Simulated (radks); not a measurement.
Question: These are the eigenvalues of the occupied orbitals of an atom or ion with whole-number occupations (eV). All-electron calculation, Dirac Kohn-Sham, PBE, spin-unpolarised, spherical densities, point nucleus. Program: a radial shooting solver on a logarithmic mesh with Libxc functionals.

| orbital | eigenvalue |
|---|---|
| 1s1/2 | -15166.42 |
| 2s1/2 | -2141.949 |
| 2p1/2 | -1955.699 |
| 2p3/2 | -1894.834 |
| 3s1/2 | -429.3869 |
| 3p1/2 | -362.4485 |
| 3p3/2 | -353.2025 |
| 3d3/2 | -235.9169 |
| 3d5/2 | -234.3206 |
| 4s1/2 | -142.8368 |

Which element is it, and in what charge state? The configuration may be excited. Open shells, if any, are shared by 2j + 1.

Answer: Z = 37, rubidium, charge +8: Rb8+ in [Ar] 3d10 4s1. The list shows which subshells hold electrons but not how many an open one holds; the 1s level, -557.36 hartree, gives Z - s = 33.4 by -(Z - s)^2/2, which with screening and relativity narrows Z to a few neighbours, and the depths of the outer levels then fix element, charge and occupations together.
